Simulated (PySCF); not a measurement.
Potential energy curve for SMILES [F][GeH3] (H₃FGe). The Ge1–F5 bond (Ge1 also carries H, H, H; F5 carries nothing else) is stretched with both fragments frozen at the PBE0/def2-TZVP optimised geometry.

Calculation: CCSD(T) on UHF/cc-pVDZ, 10 core orbitals frozen (PySCF).

**Question.** Relative to R = 1.74 Å, what are the energies at R = 1.47, 1.62, 2.34, 6.15 Å?

**Answer.** 48.9 kcal/mol at 1.47 Å, 8.6 kcal/mol at 1.62 Å, 45.8 kcal/mol at 2.34 Å, 114.9 kcal/mol at 6.15 Å.

The unrestricted determinant behind UCCSD(T) is spin-contaminated at 2.60 to 6.15 Å (<S²> up to 1.0, against 0.00 for a pure singlet).
